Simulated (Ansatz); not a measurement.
`O[B](F)[GeH3]` → `OBF` + `[GeH2]` at 600 K and 1 bar (germylene loss).

Calculated with Ansatz (gas phase, PBE0-D4/def2-TZVP geometries, no zero-point term in ΔE). CCSD(T)/CBS is the MP2 limit (def2-TZVPP, def2-QZVPP) plus CCSD(T) − MP2 in def2-TZVPP, frozen cores. This one scheme is used for every species. For Ge outer-core shells are correlated without core-valence functions, which leaves a few kJ/mol of doubt a bond. Scalar relativity is left out up to krypton. Each species was taken in one conformer, which may not be the lowest.

```json
{"species": "`O[B](F)[GeH3]`", "CCSD(T)/CBS energy (Eh)": "-2278.38102", "H − E (kJ/mol)": "170.3", "S (J/(mol·K))": "405.8"}
{"species": "`OBF`", "CCSD(T)/CBS energy (Eh)": "-201.07426", "H − E (kJ/mol)": "109.4", "S (J/(mol·K))": "294.7"}
{"species": "`[GeH2]`", "CCSD(T)/CBS energy (Eh)": "-2077.24753", "H − E (kJ/mol)": "50.4", "S (J/(mol·K))": "247.2"}
```

H − E and S are ideal-gas, rigid-rotor, harmonic terms from PBE0-D4/def2-TZVP, for one conformer and one mirror image of each species. 1 Eh = 2625.50 kJ/mol, R = 8.31446 J/(mol·K).

Problem. By hand: ΔE, ΔH, ΔS and ΔG.

Solution. ΔE = (-201.07426) + (-2077.24753) − (-2278.38102) = 0.05923 Eh = 155.5 kJ/mol. Δ(H − E) = 109.4 + 50.4 − 170.3 = -10.5, so ΔH = 145.0 kJ/mol. ΔS = 294.7 + 247.2 − 405.8 = 136.1 J/(mol·K). ΔG = 145.0 − 600 × (136.1)/1000 = 63.3 kJ/mol.

Problem. By hand: the equilibrium constant, and the temperature at which ΔG would vanish if ΔH and ΔS stayed fixed.

Solution. log₁₀ K = −ΔG/(RT ln 10) = -5.5. ΔG = 0 at ΔH/ΔS = 1065 K.

The number of gas molecules changes by +1, which sets the sign of ΔS. A doubt of 5 kJ/mol in ΔE shifts log₁₀ K by 0.4 here. Other conformers and mirror images would add mixing entropy, several J/(mol·K) or more a flexible species. These are equilibria of isolated gas molecules and say nothing of rates. Largest T1 diagnostic: 0.013 (customary marks: 0.02 for closed shells, 0.045 for open ones).
